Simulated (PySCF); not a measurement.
trans-(1R,2R)-1-ethenyl-2-methylcyclopropane (C6H10), SMILES C=C[C@H]1C[C@H]1C.

The structure is a stationary point at PBE-D3(BJ)/def2-SVP. The values are those of a single conformer.

The numbers are results of PBE-D3(BJ)/def2-SVP (PySCF), not measurements.

Frequencies are harmonic and unscaled.

```csv
mode,ν (cm⁻¹),IR (km/mol),moving atoms (share of kinetic energy)
1,83,0.3,"C 62 %, H 38 %"
2,189,0.3,"H 85 %, C 15 %"
3,213,0.5,"C 53 %, H 47 %"
4,260,0.0,"C 59 %, H 41 %"
5,347,0.4,"C 56 %, H 44 %"
6,423,6.4,"C 57 %, H 43 %"
7,530,0.3,"C 54 %, H 46 %"
8,658,6.4,"C 51 %, H 49 %"
9,756,4.4,"C 58 %, H 42 %"
10,786,9.6,"C 54 %, H 46 %"
11,824,2.2,"H 75 %, C 25 %"
12,884,33.7,"H 71 %, C 29 %"
13,895,4.2,"H 71 %, C 29 %"
14,910,4.8,"C 55 %, H 45 %"
15,975,1.5,"H 63 %, C 37 %"
16,988,11.6,"H 88 %, C 12 %"
17,1016,6.1,"H 72 %, C 28 %"
18,1044,11.4,"H 68 %, C 32 %"
19,1072,3.2,"H 67 %, C 33 %"
20,1078,1.4,"H 65 %, C 35 %"
21,1095,6.0,"H 57 %, C 43 %"
22,1151,5.0,"H 53 %, C 47 %"
23,1199,0.4,"H 72 %, C 28 %"
24,1270,0.4,"H 80 %, C 20 %"
25,1319,1.7,"H 75 %, C 25 %"
26,1344,1.0,"H 77 %, C 23 %"
27,1366,2.4,"H 65 %, C 35 %"
28,1388,7.7,"H 75 %, C 25 %"
29,1410,6.3,H 92 %
30,1417,5.8,H 94 %
31,1443,2.1,"C 53 %, H 47 %"
32,1666,21.2,"C 88 %, H 12 %"
33,2966,33.1,H 97 %
34,3046,16.3,"H 91 %, C 9 %"
35,3057,4.5,"H 92 %, C 8 %"
36,3059,3.1,H 95 %
37,3061,15.5,H 92 %
38,3068,12.5,H 92 %
39,3076,27.4,H 92 %
40,3078,4.7,H 93 %
41,3151,6.5,"H 89 %, C 11 %"
42,3170,10.3,"H 89 %, C 11 %"
```
